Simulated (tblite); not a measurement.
C5H8P3 (charge -1).
SMILES with atom numbers: `[CH3:1][CH2:2][c:3]1[p:4][p:5][c:6]([CH3:7])[p-:8]1` (hydrogens: H9, H10, H11 on C1; H12, H13 on C2; H14, H15, H16 on C7)

Geometry (GFN2-xTB, Å), atoms numbered from 1 in this order:
```
atom  x, y, z in Å
C1    -2.7616    0.4201    0.3391
C2    -1.9623   -0.8786    0.4162
C3    -0.5323   -0.6548   -0.0082
P4    -0.0753   -1.0119   -1.6433
P5     1.9245   -0.4051   -1.5583
C6     1.9828    0.1115    0.0976
C7     3.2767    0.6593    0.6491
P8     0.5902    0.0179    1.1445
H9    -2.3003    1.1710    0.9792
H10   -2.7553    0.7930   -0.6837
H11   -3.7949    0.2680    0.6562
H12   -1.9856   -1.2539    1.4451
H13   -2.4226   -1.6265   -0.2355
H14    3.5940    0.0904    1.5256
H15    4.0595    0.6077   -0.1065
H16    3.1547    1.7007    0.9554
```

All values are computed: GFN2-xTB (tblite) harmonic vibrations without scaling, gas phase. Against measured fundamentals such values can be off by several per cent, at times by over 20. One conformer, not necessarily the lowest.

Harmonic wavenumbers (cm⁻¹): 37.1, 39.1, 93.6, 158.1, 193.3, 220.5, 258.8, 305.8, 353.5, 361.5, 390.0, 483.9, 578.0, 622.3, 635.9, 795.5, 874.5, 940.9, 988.1, 1011.2, 1073.6, 1122.6, 1152.7, 1163.5, 1172.8, 1255.9, 1310.5, 1383.6, 1394.0, 1473.8, 1485.8, 1494.3, 1495.5, 1507.8, 2916.7, 2945.6, 2946.1, 2964.3, 2972.2, 3000.4, 3011.1, 3020.1.

A = 2012, B = 971.7, C = 699.6 MHz; mass 160.984 u (most abundant isotopes); point group C1, symmetry number 1.

Question: What is the zero-point energy?

Answer: ½Σν̃ = 25802 cm⁻¹ = 308.67 kJ/mol.

Question: What is S at 273.15 K and 1 bar for an ideal gas of classical rigid rotors and harmonic oscillators?

Answer: Translation 170.41, rotation 123.77, vibration 117.31: S = 411.5 J/(mol K).

Question: And Cp and H(273.15 K) − H(0)?

Answer: Cp = 143.54 J/(mol K), of which vibrations give 110.28 (their classical limit is 42 R = 349.2); H(273.15 K) − H(0) = 25.23 kJ/mol without the zero-point energy, 16.15 from vibrations.

Question: Blend soft modes into free rotors: weight 1/[1 + (100 cm⁻¹/ν̃)⁴] for the oscillator and the rest for a rotor with moment μB/(μ + B), μ = h/(8π²ν), B = 10⁻⁴⁴ kg m². What vibrational entropy results?

Answer: 104.10 J/(mol K) in place of 117.31, which changes −T·S at 273.15 K by +3.61 kJ/mol.

Question: What must be added to the electronic energy to get the Gibbs energy at 273.15 K and 1 bar?

Answer: ZPE + [H(273.15 K) − H(0)] − T·S = 308.67 + 25.23 − 112.40 = 221.50 kJ/mol.

Question: Which modes carry the vibrational entropy at 273.15 K?

Answer: 37.1 cm⁻¹: 21.90; 39.1 cm⁻¹: 21.47; 93.6 cm⁻¹: 14.28; 158.1 cm⁻¹: 10.07; 193.3 cm⁻¹: 8.51; 220.5 cm⁻¹: 7.52 J/(mol K); the other 36 give 33.56 together.

Question: How do the functions run with temperature in this model?

Answer: 
```json
{"T (K)": "100", "S (J/(mol K))": "303.1", "Cp (J/(mol K))": "79.7", "H − H(0) (kJ/mol)": "5.65", "G − H(0) (kJ/mol)": "-24.66", "ln q(vib)": "2.30"}
{"T (K)": "200", "S (J/(mol K))": "370.8", "Cp (J/(mol K))": "118.5", "H − H(0) (kJ/mol)": "15.65", "G − H(0) (kJ/mol)": "-58.52", "ln q(vib)": "5.06"}
{"T (K)": "300", "S (J/(mol K))": "425.4", "Cp (J/(mol K))": "152.6", "H − H(0) (kJ/mol)": "29.21", "G − H(0) (kJ/mol)": "-98.40", "ln q(vib)": "7.69"}
{"T (K)": "500", "S (J/(mol K))": "518.0", "Cp (J/(mol K))": "212.2", "H − H(0) (kJ/mol)": "65.98", "G − H(0) (kJ/mol)": "-193.01", "ln q(vib)": "12.63"}
{"T (K)": "800", "S (J/(mol K))": "631.5", "Cp (J/(mol K))": "270.2", "H − H(0) (kJ/mol)": "139.13", "G − H(0) (kJ/mol)": "-366.08", "ln q(vib)": "19.36"}
{"T (K)": "1000", "S (J/(mol K))": "694.6", "Cp (J/(mol K))": "295.2", "H − H(0) (kJ/mol)": "195.80", "G − H(0) (kJ/mol)": "-498.84", "ln q(vib)": "23.42"}
```

q(vib) and H(0) count from the zero-point level.

Hindered rotation and anharmonicity are outside this model. Other conformers, if any are populated, would add a mixing term that is left out. The structure is chiral; the term R ln 2 for an equal mix with its mirror image is left out.
